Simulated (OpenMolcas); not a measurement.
**F II: thermal populations, worked from levels**

| Item | Value |
| --- | --- |
| Program | OpenMolcas |
| Basis | ANO-RCC [8s7p4d3f2g] |
| Scalar Hamiltonian | DKH2, point nucleus |
| Active space | 6 electrons in 9 orbitals (RAS2 2s 2p; RAS3 3d, at most 2 electrons) |
| State averaging | 2S+1 = 3 even, 3 roots; 2S+1 = 1 even, 6 roots; 2S+1 = 3 odd, 3 roots; 2S+1 = 1 odd, 3 roots |
| Spin-orbit coupling | state interaction with AMFI integrals over the reference wave functions, term energies averaged over their components |

Methods: RASSCF; SS-RASPT2, IPEA 0.25 Eh, imaginary shift 0.1 Eh (closed shells correlated: 1s). Measured levels: NIST Handbook of Basic Atomic Spectroscopic Data.

**Thermal populations.** Z = Σ (2J + 1) exp(-E/kT) with k = 0.695035 cm-1/K, over the levels below. No other level of either list lies under 90000 cm-1, which is above 7 kT at each temperature.

```json
{"Level": "2s2 2p4 3P2", "2J + 1": "5", "SS-RASPT2": "0.0", "measured": "0.0"}
{"Level": "2s2 2p4 3P1", "2J + 1": "3", "SS-RASPT2": "319", "measured": "341"}
{"Level": "2s2 2p4 3P0", "2J + 1": "1", "SS-RASPT2": "473", "measured": "490"}
{"Level": "2s2 2p4 1D2", "2J + 1": "5", "SS-RASPT2": "20810", "measured": "20873"}
{"Level": "2s2 2p4 1S0", "2J + 1": "1", "SS-RASPT2": "44710", "measured": "44918"}
```

```
T (K)  Z, SS-RASPT2  Z, measured levels  Ground level (%), SS-RASPT2  Ground level (%), measured levels
 5000         8.622               8.600                         58.0                               58.1
 8000         8.870               8.855                         56.4                               56.5
12000         9.249               9.237                         54.1                               54.1
```

At 12000 K, kT = 8340 cm-1, and the computed levels give Z = 5.000 + 2.887 + 0.945 + 0.412 + 0.005 = 9.249.

CASPT2 does not keep the components of a term degenerate, so their means are used; among the terms shown or strongly mixed into the levels shown the widest spread is 13 cm-1 (2s2 2p4 1D, SS-RASPT2). Active for correlation alone: 3d; no level in the range computed is led by a configuration that fills it, so any true level of that kind is missing. Without dynamic correlation excited terms often stand tens of per cent too high (terms of higher spin than the ground term too low), and those without a measured partner can miss by more than the paired ones (holds for RASSCF). Computed and measured levels are paired by configuration, term and J; levels that our copy of the source lacks, or whose pairing is in doubt (as where it misses far off the trend of its configuration), stay unpaired and out of the deviations. Levels of configurations outside the active space are missing.
